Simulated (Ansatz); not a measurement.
One change: `CN[Si](F)(F)F` becomes `F[SiH](F)F`.

Ansatz, PBE0-D4/def2-TZVP geometries, multiplicity 1. Each molecule was computed in one conformer, which needn't be the lowest.

```csv
property,`CN[Si](F)(F)F`
size of the dipole moment (PBE/def2-TZVPP) / D,2.88
HOMO energy (PBE0/def2-TZVPP) / eV,-7.79
HOMO–LUMO gap (PBE/def2-TZVPP) / eV,6.07
HOMO energy (PBE/def2-TZVPP) / eV,-6.30
LUMO energy (ωB97M-V/def2-TZVPP) / eV,2.13
"ideal-gas entropy at 298 K and 1 bar (rigid rotor, harmonic PBE0-D4/def2-TZVP) / J/(mol·K)",362
```

(1) Give the same properties after the change, and the shifts. (An estimate is asked.)

## Answers

(1) The calculation gave: 
| property | `F[SiH](F)F` | shift |
| --- | --- | --- |
| size of the dipole moment (PBE/def2-TZVPP) / D | 1.21 | -1.67 |
| HOMO energy (PBE0/def2-TZVPP) / eV | -11.22 | -3.43 |
| HOMO–LUMO gap (PBE/def2-TZVPP) / eV | 9.69 | 3.62 |
| HOMO energy (PBE/def2-TZVPP) / eV | -9.55 | -3.25 |
| LUMO energy (ωB97M-V/def2-TZVPP) / eV | 2.71 | 0.58 |
| ideal-gas entropy at 298 K and 1 bar (rigid rotor, harmonic PBE0-D4/def2-TZVP) / J/(mol·K) | 278 | -84 |

With PBE0 the HOMO falls by 3.43 eV and the LUMO rises by 0.39 eV, so the gap widens by about 3.82 eV. PBE moves the HOMO by -3.25 eV and ωB97M-V by -3.40 eV. The zero-point energy changes by -121.8 kJ/mol with -15 modes. Dipoles are sizes alone; their direction can turn. Modes under 60 cm⁻¹, often nearly free rotors, make the harmonic entropy too high.
